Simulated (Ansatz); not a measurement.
Compare A (`O/C(S)=[CH]\[GeH3]`) with its isomer B (`[CH3][GeH2][O]C=S`).

Calculated with Ansatz (gas phase, PBE0-D4/def2-TZVP geometries, no zero-point term in ΔE). CCSD(T)/CBS is the MP2 limit (def2-TZVPP, def2-QZVPP) plus CCSD(T) − MP2 in def2-TZVPP, frozen cores. DFT in def2-TZVPP. For Ge outer-core shells are correlated without core-valence functions, which leaves a few kJ/mol of doubt a bond. Scalar relativity is left out up to krypton. Each species was taken in one conformer, which may not be the lowest.

**Question.** Which isomer does CCSD(T)/CBS put lower? Give the gap. (Best estimate.)

**Answer.** Computed: B, by 23.0 kcal/mol.

**Question.** Give E(B) − E(A) in kcal/mol with MP2/def2-TZVPP, HF/def2-TZVPP, CCSD/def2-TZVPP, PBE-D4, PBE0-D4, B2PLYP, r2SCAN-D4. (Best estimate.)

**Answer.** Ansatz gave: MP2/def2-TZVPP -24.6, HF/def2-TZVPP -26.0, CCSD/def2-TZVPP -23.6, PBE-D4 -22.0, PBE0-D4 -21.3, B2PLYP -25.6, r2SCAN-D4 -23.4. None reverses the order clearly.

Largest T1 diagnostic: 0.015.

From PBE to PBE0 (25 % exact exchange), in def2-TZVPP and without D4, E(B) − E(A) moves by +0.8 kcal/mol. The D4 term adds +1.2 kcal/mol with B3LYP and +0.6 kcal/mol with PBE0; it sums over pairs of atoms, weighted by their polarisabilities, and B3LYP, whose exchange is more repulsive, gets the larger term.

B3LYP here is the variant with VWN-RPA as its local correlation; programs differ in this.
